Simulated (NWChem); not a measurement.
System: ZrF4; SMILES [Zr]([F])([F])([F])[F]

```xyz
5

Zr     0.0000     0.0000     0.0000
F      1.7646     0.1620     0.6725
F     -1.2053    -0.2478     1.4415
F     -0.0968    -1.4899    -1.1675
F     -0.4625     1.5756    -0.9465
```
Atoms are numbered in this order, from 1.

Computed with NWChem. Structure relaxed at the PBE0/def2-SVP (def2 core potentials past Kr) level.

For level PBE/3-21G, non-relativistic:

- highest occupied level (eV) = -8.88
- orbital gap (eV) = 6.89

Task: Estimate the same quantities for level PBE/STO-3G, non-relativistic.

Result: highest occupied level (eV): -4.28
orbital gap (eV): 8.66
